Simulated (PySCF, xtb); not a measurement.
BrHPbS, SMILES [SH][Pb][Br] (connectivity only; charge and spin as stated), neutral, multiplicity 1. The values are those of a single conformer.

Harmonic wavenumbers (cm⁻¹) from GFN2-xTB (xtb 6.7.1) at its own minimum, in rising order: 74, 202, 279, 288, 590, 2455.

### Question
What does PBE0-D3(BJ)/def2-SVP run with PySCF give at its own minimum? (The exact figures need the calculation; the answer reports its results.)

### Answer
78, 214, 296, 312, 621, 2695. Paired by order, the mean absolute difference is 55 cm⁻¹ and the zero-point energies are 5.6 and 6.0 kcal/mol.
